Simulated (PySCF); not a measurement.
ZnH, SMILES [ZnH+] (connectivity only; charge and spin as stated), charge +1, multiplicity 1.

Geometry: PBE0-D3(BJ)/def2-TZVPD. The multiplicity is an assumed one; other spin states were not compared.

Method: TDDFT-ωB97X/def2-TZVPD (PySCF).

Vertical excitations; the highest root listed may be one member of a degenerate set.  State labels are in the subgroup C2v.

```tsv
state	symmetry	energy (eV)	λ (nm)	f	main pairs
S1	A1	6.21	200	0.274	HOMO→LUMO 96 %
S2	B2	8.83	140	0.343	HOMO→LUMO+2 (degenerate set)
S3	B1	8.83	140	0.343	HOMO→LUMO+1 (degenerate set)
S4	A2	9.54	130	0.000	HOMO−2→LUMO (degenerate set)
S5	A1	9.54	130	0.000	HOMO−1→LUMO (degenerate set)
S6	B2	9.57	129	0.066	HOMO−3→LUMO (degenerate set)
S7	B1	9.57	129	0.066	HOMO−4→LUMO (degenerate set)
S8	A1	10.32	120	0.160	HOMO−5→LUMO 92 %
S9	A1	12.92	96	0.049	HOMO→LUMO+7 57 %, HOMO→LUMO+3 26 %, HOMO→LUMO+6 13 %
S10	B2	13.09	95	0.000	HOMO−2→LUMO+1 48 %, HOMO−1→LUMO+2 48 %
T1	A1	3.94	315	0	HOMO→LUMO 98 %
T2	B1	7.83	158	0	HOMO→LUMO+1 (degenerate set)
T3	B2	7.83	158	0	HOMO→LUMO+2 (degenerate set)
T4	B2	9.29	133	0	HOMO−3→LUMO 98 %
```
Triplets are in the Tamm–Dancoff approximation, which puts them higher than full response would, so one can lie above its singlet here.
